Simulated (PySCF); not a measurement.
H₄HfI₂N₂, multiplicity 1. Atoms are numbered in the order given.

```xyz
9

Hf    -0.0013     0.6896     0.0000
I      0.0060    -0.8057    -2.3110
I      0.0060    -0.8057     2.3110
N      1.5704     1.9439     0.0000
H      2.0577     2.2834    -0.8303
H      2.0577     2.2834     0.8303
N     -1.6290     1.8799     0.0000
H     -2.5868     1.5242     0.0000
H     -1.6607     2.8981     0.0000
```
Charge 0, spin multiplicity 1.

Coordinates come from a B3LYP-D3(BJ)/def2-SVP optimisation. The spin state was assumed, not searched. The def2 effective core potentials stand for the cores of Hf, I; spin–orbit coupling is left out. Other conformers were not sampled.

The numbers are results of B3LYP-D3(BJ)/def2-SVP in PySCF, not measurements.

Frequencies are harmonic and unscaled.

### Question
Estimate the vibrational spectrum. (An estimate is asked for; the answer gives what the named calculation found.)

### Answer

| mode | ν (cm⁻¹) | IR (km/mol) | moving atoms (share of kinetic energy) |
|---|---|---|---|
| 1 | 44 | 0.4 | I 74 %, Hf 22 % |
| 2 | 80 | 0.3 | N 48 %, H 47 % |
| 3 | 82 | 0.2 | N 43 %, Hf 30 %, I 14 %, H 14 % |
| 4 | 114 | 1.9 | N 58 %, H 26 %, I 15 % |
| 5 | 148 | 4.9 | H 70 %, N 22 % |
| 6 | 156 | 5.1 | N 47 %, I 34 %, H 17 % |
| 7 | 186 | 2.8 | I 37 %, Hf 30 %, N 21 %, H 12 % |
| 8 | 206 | 24.6 | Hf 50 %, I 38 %, H 9 % |
| 9 | 315 | 9.6 | H 98 % |
| 10 | 461 | 1.6 | H 78 %, N 20 % |
| 11 | 483 | 84.6 | H 82 %, N 18 % |
| 12 | 510 | 78.3 | H 74 %, N 26 % |
| 13 | 521 | 202.6 | H 77 %, N 22 % |
| 14 | 638 | 94.9 | N 75 %, H 14 %, Hf 11 % |
| 15 | 655 | 96.2 | N 77 %, H 16 % |
| 16 | 1488 | 55.7 | H 89 %, N 11 % |
| 17 | 1503 | 42.9 | H 89 %, N 11 % |
| 18 | 3513 | 99.0 | H 96 % |
| 19 | 3516 | 62.8 | H 95 % |
| 20 | 3600 | 26.7 | H 92 %, N 8 % |
| 21 | 3610 | 33.9 | H 92 %, N 8 % |
